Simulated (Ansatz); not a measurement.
Gas-phase electronic energies from Ansatz, PBE0-D4/def2-TZVP geometries. CCSD(T)/CBS is the MP2 limit (def2-TZVPP, def2-QZVPP) plus CCSD(T) − MP2 in def2-TZVPP, frozen cores. This one scheme is used for every species. DFT in def2-TZVPP. Open shells (•) are unrestricted, without spin–orbit coupling. def2 core potentials past Kr. For I outer-core shells are correlated without core-valence functions, which leaves a few kJ/mol of doubt a bond.

Consider the homolysis of the C–Si bond: `[SiH3]CI` → `[CH2]I`• + `[SiH3]`•.

`[SiH3]CI`:

Cartesian coordinates in Å:
```
Si -0.124 -0.287 0.906
C 0.251 0.057 -0.901
I -0.612 1.931 -1.475
H 0.453 0.789 1.747
H 0.484 -1.592 1.288
H -1.593 -0.353 1.104
H -0.177 -0.688 -1.569
H 1.318 0.143 -1.100
```

`[CH2]I`•:

Z-matrix (Å, degrees):
```
C
I 1 2.029
H 1 1.079 2 118.4
H 1 1.079 2 118.4 3 -180.0
```

`[SiH3]`•:

Z-matrix (Å, degrees):
```
Si
H 1 1.486
H 1 1.486 2 111.3
H 1 1.486 2 111.3 3 124.6
```

```csv
species,r2SCANh-D4 energy (Eh)
`[SiH3]CI`,-628.38418
`[CH2]I`•,-337.04640
`[SiH3]`•,-291.20654
```

Question: Work out ΔE.

Answer: ΔE = (-337.04640) + (-291.20654) − (-628.38418) = 0.13124 Eh = +3.57 eV. CCSD(T)/CBS gives +3.96 eV.

Largest T1 diagnostic among the species: 0.016.

From PBE to PBE0 (25 % exact exchange), in def2-TZVPP and without D4, ΔE moves by +0.04 eV. At CCSD(T), def2-SVP lies −0.27 eV from the extrapolated value and def2-TZVPP −0.15 eV: correlation converges slowly with the basis, and small sets miss more of it in the bonded molecule than in its fragments. The D4 term adds +0.14 eV with B3LYP and +0.07 eV with PBE0; it sums over pairs of atoms, weighted by their polarisabilities, and B3LYP, whose exchange is more repulsive, gets the larger term.

B3LYP here is the variant with VWN-RPA as its local correlation; programs differ in this.
